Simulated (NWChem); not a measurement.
The numbers come from NWChem runs, not from measurements. System: AlP, charge 0, spin multiplicity 3, at a geometry optimised with UPBE0/def2-SVP. The structure started from a generated list of species. Its SCF solution wasn't tested for a lower state. Level: UMP2/def2-TZVP, 10 core orbitals frozen.

Input file:

```
start mol
memory heap 200 mb stack 900 mb global 1100 mb
geometry units angstroms nocenter noautoz
  Al     0.000000     0.000000     1.182537
  P      0.000000     0.000000    -1.024865
  symmetry group C2v
end
basis spherical
  * library def2-tzvp
end
scf
  uhf
  nopen 2
  maxiter 100
  thresh 1e-7
  semidirect memsize 60000000 filesize 0
  # guess.movecs holds the orbitals of an unrestricted PBE0 run
  vectors input guess.movecs output mol.movecs
end
mp2
  freeze core 10
end
task mp2 energy
```

NWChem printed:

```
             Northwest Computational Chemistry Package (NWChem) 7.3.0
             --------------------------------------------------------

                                NWChem Input Module
                                -------------------

 Scaling coordinates for geometry "geometry" by  1.889725989
 (inverse scale =  0.529177249)

 Turning off AUTOSYM since
 SYMMETRY directive was detected!

                             Geometry "geometry" -> ""
                             -------------------------

 Output coordinates in angstroms (scale by  1.889725989 to convert to a.u.)

  No.       Tag          Charge          X              Y              Z
 ---- ---------------- ---------- -------------- -------------- --------------
    1 Al                  13.0000     0.00000000     0.00000000     1.18253700
    2 P                   15.0000     0.00000000     0.00000000    -1.02486500

 Effective nuclear repulsion energy (a.u.)      46.7470644472

            Nuclear Dipole moment (a.u.)
            ----------------------------
        X                 Y               Z
 ---------------- ---------------- ----------------
     0.0000000000     0.0000000000     0.0000113384

      Symmetry information
      --------------------

 Group name             C2v
 Group number             16
 Group order               4
 No. of unique centers     2

      Symmetry unique atoms

     1    2


 Summary of "ao basis" -> "" (spherical)
 ------------------------------------------------------------------------------
       Tag                 Description            Shells   Functions and Types
 ---------------- ------------------------------  ------  ---------------------
 *                         def2-tzvp                  on all atoms

 Summary of "ao basis" -> "ao basis" (spherical)
 ------------------------------------------------------------------------------
       Tag                 Description            Shells   Functions and Types
 ---------------- ------------------------------  ------  ---------------------
 Al                        def2-tzvp                13       37   5s5p2d1f
[...]
  AO/Fock/Back tols     =   1.0D-09  1.0D-09  1.0D-09

 GA uses MA = F    GA memory limited = T

 Available:
  local mem=  1.26D+08
 global mem=  1.44D+08
 local disk=  0.00D+00
  mp2_memr nvloc                    59
  nvloc new                    59
   1 passes of   5:        4194304                      25915                   2757662.
   1 passes of   5: M    126152428           G      144168248           F     121958124.

 Semi-direct pass number   1 of   1  for UHF alpha       at        0.7s
  vrange nnbf                  2740
  mp2_eaftype                    10  avail_ma_in_mb                  1099
 EAF : mp2_eaftype filesize          10    1378831.
  mp2_eaf for mointskh                     10
Node 0 wrote      6.5 Mb in      0.0 s     Agg I/O rate:  2050.5 Mb/s
 Done moints_semi at        1.4s
  mp2_eaftype                    10  avail_ma_in_mb                  1089
 EAF : mp2_eaftype filesize          10    1378831.
  mp2_eaf for kh                    10
 Done maket at        1.4s
 Done multipass loop at        1.4s

 GA uses MA = F    GA memory limited = T

 Available:
  local mem=  1.26D+08
 global mem=  1.44D+08
 local disk=  0.00D+00
  mp2_memr nvloc                    61
  nvloc new                    61
   1 passes of   3:        4194304                      20317                   1714270.
   1 passes of   3: M    126152428           G      144168248           F     121958124.

 Semi-direct pass number   1 of   1  for UHF beta        at        1.5s
  vrange nnbf                  2740
  mp2_eaftype                    10  avail_ma_in_mb                  1099
 EAF : mp2_eaftype filesize          10     857135.
  mp2_eaf for mointskh                     10
Node 0 wrote      4.0 Mb in      0.0 s     Agg I/O rate:  2294.8 Mb/s
 Done moints_semi at        2.2s
  mp2_eaftype                    10  avail_ma_in_mb                  1089
 EAF : mp2_eaftype filesize          10     857135.
  mp2_eaf for kh                    10
 Done maket at        2.2s
 Done multipass loop at        2.2s

          -------------------------------------------
          SCF energy                -582.610665492547
          Correlation energy          -0.160306798654
          Singlet pairs                0.000000000000
          Triplet pairs                0.000000000000
          Total MP2 energy          -582.770972291201
          -------------------------------------------

          ---------------------------------------------------
                    Spin Component Scaled (SCS) MP2
          Same spin pairs                     -0.036523152971
          Same spin scaling factor             0.333333333333
          Opposite spin pairs                 -0.123783645683
          Opposite spin scaling fact.          1.200000000000
          SCS-MP2 correlation energy          -0.160714759143
          Total SCS-MP2 energy              -582.771380251690
          ---------------------------------------------------

 -----------------------
 Performance information
 -----------------------

 Timer overhead =  9.60D-08 seconds/call

               Nr. of calls         CPU time (s)                 Wall time (s)                GFlops
             ---------------    -------------------     ------------------------------   -------------------
Name         Min   Avg   Max    Min     Avg     Max     Min     Avg     Max   Mx/calls   Min     Max     Sum
mp2: moin     2     2     2    1.4     1.4     1.4      1.4     1.4     1.4    0.71      0.0     0.0     0.0
mp2: make     2     2     2   2.83E-2 2.83E-2 2.83E-2  2.83E-2 2.83E-2 2.83E-2 1.41E-2   0.0     0.0     0.0
mp2: tota     1     1     1    1.5     1.5     1.5      1.5     1.5     1.5     1.5      0.0     0.0     0.0

 The average no. of pstat calls per process was 5.00D+00
 with a timing overhead of 4.80D-07s

 Task  times  cpu:        2.2s     wall:        2.2s

 Total times  cpu:        2.2s     wall:        2.2s
```
